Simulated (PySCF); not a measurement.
hydrogen fluoride, charge +1, doublet, at a GFN2-xTB geometry (a state made from the parent by changing its charge; the spin is typed, not shown lowest); WB97X-V/def2-SVPD (PySCF).

The PySCF input:
```python
from pyscf import gto, scf, dft

mol = gto.M(
    atom='''
F    -0.000000   -0.000000   -0.104433
H     0.000000    0.000000    0.939898
''',
    basis='def2-svpd',
    charge=1,
    spin=1,
    verbose=4,
)

mf = dft.UKS(mol)
mf.xc = 'wb97x_v'
mf.kernel()
```

Predict the main parts of the log of this PySCF run.


```
PySCF version 2.14.0

[INPUT] verbose = 4
[INPUT] num. atoms = 2
[INPUT] num. electrons = 9
[INPUT] charge = 1
[INPUT] spin (= nelec alpha-beta = 2S) = 1
[INPUT] symmetry False subgroup None
[INPUT] Mole.unit = angstrom
[INPUT] Symbol           X                Y                Z      unit          X                Y                Z       unit  Magmom
[INPUT]  1 F      0.000000000000   0.000000000000  -0.104433000000 AA    0.000000000000   0.000000000000  -0.197349768367 Bohr   0.0
[INPUT]  2 H      0.000000000000   0.000000000000   0.939898000000 AA    0.000000000000   0.000000000000   1.776149805026 Bohr   0.0

nuclear repulsion = 4.56042662554305
number of shells = 13
number of NR pGTOs = 43
number of NR cGTOs = 31
basis = def2-svpd
ecp = {}

******** <class 'pyscf.dft.uks.UKS'> ********
method = UKS
initial guess = minao
damping factor = 0
level_shift factor = 0
DIIS = <class 'pyscf.scf.diis.CDIIS'>
diis_start_cycle = 1
diis_space = 8
diis_damp = 0
SCF conv_tol = 1e-09
SCF conv_tol_grad = None
SCF max_cycles = 50
direct_scf = True
direct_scf_tol = 1e-13
number electrons alpha = 5  beta = 4
XC library pyscf.dft.libxc version 7.1.2
    S. Lehtola, C. Steigemann, M. J. T. Oliveira, and M. A. L. Marques,  SoftwareX 7, 1–5 (2018)
XC functionals = wb97x_v
    N. Mardirossian and M. Head-Gordon,  Phys. Chem. Chem. Phys. 16, 9904–9924 (2014)
radial grids:
    Treutler-Ahlrichs [JCP 102, 346 (1995); DOI:10.1063/1.469408] (M4) radial grids

becke partition: Becke, JCP 88, 2547 (1988); DOI:10.1063/1.454033
pruning grids: <function nwchem_prune>
grids dens level: 3
symmetrized grids: False
atomic radii adjust function: <function treutler_atomic_radii_adjust>
** Following is NLC and NLC Grids **
NLC functional = wb97x_v
radial grids:
    Treutler-Ahlrichs [JCP 102, 346 (1995); DOI:10.1063/1.469408] (M4) radial grids

becke partition: Becke, JCP 88, 2547 (1988); DOI:10.1063/1.454033
pruning grids: <function nwchem_prune>
grids dens level: 3
symmetrized grids: False
atomic radii adjust function: <function treutler_atomic_radii_adjust>
small_rho_cutoff = 0
Set gradient conv threshold to 3.16228e-05
tot grids = 24072
tot grids = 24072
init E= -100.10079333465

cycle= 1 E= -99.6859841808094  delta_E= 0.415  |g|= 0.383  |ddm|= 0.823
cycle= 2 E= -99.7281962909134  delta_E= -0.0422  |g|= 0.236  |ddm|= 0.35
cycle= 3 E= -99.7453145461678  delta_E= -0.0171  |g|= 0.0236  |ddm|= 0.142
cycle= 4 E= -99.7455731618931  delta_E= -0.000259  |g|= 0.00525  |ddm|= 0.0172
cycle= 5 E= -99.7455914178229  delta_E= -1.83e-05  |g|= 0.00135  |ddm|= 0.00508
cycle= 6 E= -99.7455938595809  delta_E= -2.44e-06  |g|= 0.000314  |ddm|= 0.00228
cycle= 7 E= -99.7455940255662  delta_E= -1.66e-07  |g|= 4.42e-05  |ddm|= 0.00069
cycle= 8 E= -99.7455940285352  delta_E= -2.97e-09  |g|= 5.34e-06  |ddm|= 9.97e-05
cycle= 9 E= -99.7455940285602  delta_E= -2.5e-11  |g|= 6.95e-07  |ddm|= 7.9e-06
Extra cycle  E= -99.7455940285612  delta_E= -1.02e-12  |g|= 4.93e-07  |ddm|= 1.22e-06
converged SCF energy = -99.7455940285612  <S^2> = 0.75192553  2S+1 = 2.0019246
```
